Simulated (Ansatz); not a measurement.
Reactions of `C[NH][GeH2][OH]`.

Program: Ansatz. Geometries: PBE0-D4/def2-TZVP. ΔE: electronic, gas phase. CBS: MP2 limit from def2 TZ/QZ plus the TZ coupled-cluster correction, frozen cores. This one scheme is used for every species. DFT in def2-TZVPP. For Ge, Se outer-core shells are correlated without core-valence functions, which leaves a few kJ/mol of doubt a bond. Scalar relativity is left out up to krypton. Each species was taken in one conformer, which may not be the lowest.

```json
{"reaction": "`C[NH][GeH2][OH]` + `OCC[SiH2]O` → `O[SiH2][CH2][GeH2][OH]` + `CNCO`", "PBE0-D4 (kcal/mol)": "0.4"}
{"reaction": "`C[NH][GeH2][OH]` + `C#CCS` → `C#[C][GeH2][OH]` + `CNCS`", "PBE0-D4 (kcal/mol)": "8.9"}
{"reaction": "`C[NH][GeH2][OH]` + H₂ → `[OH][GeH3]` + CH₃NH₂", "PBE0-D4 (kcal/mol)": "-1.0"}
{"reaction": "`C[NH][GeH2][OH]` + H₂Se → `[OH][GeH2][SeH]` + CH₃NH₂", "PBE0-D4 (kcal/mol)": "-13.4"}
```

Task: Give the CCSD(T)/CBS values in the same order. (Best estimate.)

Result: Computed: 1.6, 8.4, 0.9, -11.2 kcal/mol.

Largest T1 diagnostic: 0.012, for `C#[C][GeH2][OH]`.
